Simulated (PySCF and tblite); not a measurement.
Values are calculated unless marked as measured or tabulated.
System: C8H9B, numbered as in [BH2:1][C:2]1=[CH:3][C@H:4]2[CH:5]=[CH:6][C@H:7]3[C@@H:8]1[C@@H:9]23.

The path came from a restrained scan, a climbing-image band and a saddle search at GFN2-xTB; energies are BP86/pcSseg-1 + D3(BJ)//PBE0-D3(BJ)/def2-SVP, thermal terms GFN2-xTB. Rates follow Eyring's equation with the number of equivalent paths and no tunnelling. Run with tblite and PySCF.

(1) Estimate the barrier and the room-temperature rate of the Cope rearrangement (breaking C8–C7, making C3–C5).

## Answers

(1) The electronic barrier is 5.5 kcal/mol and ΔG‡(298 K) 5.1 kcal/mol, over a Cs saddle with an imaginary mode of 80i cm⁻¹ (GFN2-xTB). With 1 equivalent path, k is 1.2×10⁹ s⁻¹, a mean lifetime of the start of 830 ps against this motion.
